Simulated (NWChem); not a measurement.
Molecule: MgH₂SeO; SMILES [SeH][Mg][OH]

```xyz
5

Mg     0.0156    -1.2169     0.0000
O      0.0131    -2.9751     0.0000
H      0.0200    -3.9258     0.0000
Se     0.0332     1.2091     0.0000
H     -1.4401     1.2201     0.0000
```
Atoms are numbered in this order, from 1.

All runs: NWChem. Coordinates come from a PBE0/def2-SVP optimisation. Ions are spin-unrestricted doublets at the neutral geometry; other ion states weren't tried. Functional: LC-ωPBE (HJS hole) with def2-SVP; rows give the range parameter ω in 1/bohr.

```
range parameter (1/bohr)  vertical ionisation energy, ΔSCF (eV)  −ε(HOMO) (eV)  ΔSCF minus −ε(HOMO) (eV)
------------------------  -------------------------------------  -------------  ------------------------
0.05                                                       8.75           6.32                      2.43
0.30                                                       9.15           8.86                      0.29
0.35                                                       9.16           9.12                      0.04
0.40                                                          …              …                         …
0.50                                                       9.18           9.64                     -0.46
```

**Question.** What belongs in the gaps?

**Answer.** 
- 0.40, vertical ionisation energy, ΔSCF (eV): 9.17
- 0.40, −ε(HOMO) (eV): 9.33
- 0.40, ΔSCF minus −ε(HOMO) (eV): -0.16
